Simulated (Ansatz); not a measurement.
```xyz
8

H     1.2150    0.0000    0.3330
H     0.0000    1.2150    0.3330
H    -1.2150    0.0000    0.3330
H     0.0000   -1.2150    0.3330
H     1.2150    0.0000   -0.3330
H     0.0000    1.2150   -0.3330
H    -1.2150    0.0000   -0.3330
H     0.0000   -1.2150   -0.3330
```

Basis set: 6-31G (spherical functions). All electrons are correlated. Charge 0, multiplicity 1.

Computed with Ansatz (development build ahead of 0.2.0); each method stands on the lowest determinant of its kind that the runs found. Restricted open shells among the atoms or ions are ROHF, correlated in semicanonical orbitals with singles.

Give the atomization energy at this shape (free ground-state atoms in the same class of orbitals less the molecule, no zero-point energy) of singlet H8 by RHF-MP2, RHF.

| method | atomization energy |
| --- | --- |
| RHF-MP2 | 12.66 eV |
| RHF | 10.70 eV |

Caution: no unrestricted run beside it, a lower state can exist; the shape is not the minimum.

This basis has no polarisation functions and is too small for such energies, which can lie far from measured ones in either direction.
